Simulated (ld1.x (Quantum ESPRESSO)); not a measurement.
**Before and after: PAW potential for F**

F (Z = 9), PAW, made with ld1.x (Quantum ESPRESSO) 7.5 (PBE, scalar-relativistic). Core [He], reference 2s2 2p4.5 (charge +0.5). Waves: 2s (bound): rcut 0.40, rcutus 0.55 bohr; 2s channel at -1.95 Ry: rcut 0.40, rcutus 0.55 bohr; 2p (bound): rcut 1.45, rcutus 1.75 bohr; 2p channel at -0.7 Ry: rcut 1.45, rcutus 1.75 bohr; 3d channel at 0.2 Ry: rcut 0.95, rcutus 1.30 bohr; 3d channel at 1 Ry: rcut 0.95, rcutus 1.30 bohr. Local part: all-electron potential smoothed inside 1.25 bohr (lloc = -1). Core correction: Bessel-smoothed model core inside 0.45 bohr. Augmentation charge: PSQ, inside the norm-conserving radii.

All-electron outer shells of the reference configuration (PBE, scalar-relativistic, ld1.x):

| shell | level (eV) | outermost node (bohr) | outermost maximum (bohr) |
| --- | --- | --- | --- |
| 2s | -38.21 | 0.24 | 0.76 |
| 2p | -19.23 | – | 0.70 |

Change: local potential all-electron potential smoothed inside 0.45 bohr (lloc = -1).

Cutoffs: the cutoffs (Ry, on a coarse ladder) from which the occupation-weighted sum of valence levels, in a spherical-Bessel basis at the reference potential, stays within 10 and 1 mRy of its value at 400 Ry; they do not see the model core or the augmentation charge, which bear on the density cutoff. Errors are all-electron minus pseudo energies relative to the spin-unpolarised reference configuration.

Q: What does the change do?

A: A bound ghost appears in s, which as a rule spoils a file; of the 7 tests that both files solve, the error grows in 7 and shrinks in 0 by more than 15 % and 0.3 meV (median size 4.1 → 13.0 meV); the range in which the p phases agree narrows (upper end at the end of the scan → 0.3). A state that the projectors do not describe sees the local part alone, so a deeper or shallower local part can create or remove a ghost.

| quantity | base | changed |
| --- | --- | --- |
| cutoffs, loose and tight | 120 Ry, 200 Ry | not determined |
| bound ghosts | none | s (d not tested, overlap not positive) |
| error for 2s2 2p5, meV [ΔE -7.54 eV] | -1.0 | -1.6 |
| error for 2s2 2p4, meV [ΔE 11.85 eV] | -4.1 | -7.7 |
| error for 2s2 2p3, meV [ΔE 50.23 eV] | -53 | -161 |
| error for 2s2 2p2, meV [ΔE 110.87 eV] | -184 | -573 |
| error for 2s2 2p1, meV [ΔE 196.67 eV] | -294 | -902 |
| error for 2s1 2p6, meV [ΔE 11.27 eV] | -3.0 | -13 |
| error for 2s1 2p5, meV [ΔE 30.95 eV] | -3.1 | -7.0 |
| s: phases at 1.91 bohr within 0.05 rad from the reference energy up to (Ry; the scan ends near 5) | to the end of the scan | to the end of the scan |
| p: phases at 1.91 bohr within 0.05 rad from the reference energy up to (Ry; the scan ends near 5) | to the end of the scan | 0.3 |
| d: phases at 1.91 bohr within 0.05 rad from the reference energy up to (Ry; the scan ends near 5) | to the end of the scan | to the end of the scan |
| lowest overlap eigenvalue by channel | s 0.54, p 0.98, d 0.97 | s 0.69, p 0.98, d -55.65 |

Changed file: the overlap operator is not positive definite in a basis up to 400 Ry (lowest eigenvalue d -55.65), so the file is unfit for use: the generalised eigenproblem breaks down once the basis is large enough, and its test numbers describe a broken file. A true bound ghost makes a file unfit for plane-wave use even where its test errors are small: the radial tests pick states by their node count and pass the ghost by.
